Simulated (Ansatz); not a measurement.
Mulliken charges of C₂H₆ClSi, SMILES `[CH2]C[SiH2]Cl` radical from PBE/def2-TZVPP in Ansatz (PBE0-D4/def2-TZVP geometry).

```
atom   x (Å)   y (Å)   z (Å)  charge (e)
  C1  -1.163   0.926   0.374      -0.274
  C2  -0.669  -0.252  -0.358      -0.179
 Si3   1.170  -0.388   0.025       0.362
 Cl4   2.014  -2.010  -0.938      -0.237
  H5  -1.104   1.915  -0.061       0.115
  H6  -1.489   0.844   1.402       0.115
  H7  -0.781  -0.157  -1.442       0.101
  H8  -1.149  -1.182  -0.041       0.101
  H9   1.375  -0.575   1.481      -0.053
 H10   1.879   0.827  -0.439      -0.053
```

Task: By hand: the dipole of these point charges (1 e Å = 4.8032 D).

Result: Σ q r = (-0.281, 0.296, 0.142) e Å, of length 0.432 e Å = 2.07 D.

Task: How does the dipole of the full density compare? (Best estimate.)

Result: The calculation gave: (-0.259, 0.188, 0.069) e Å, 1.57 D; the point charges give 1.32 times that, at 12° from its direction.

Point charges leave out the atoms' own dipoles, such as those of lone pairs, and Mulliken's split depends on the basis, so the two needn't agree.
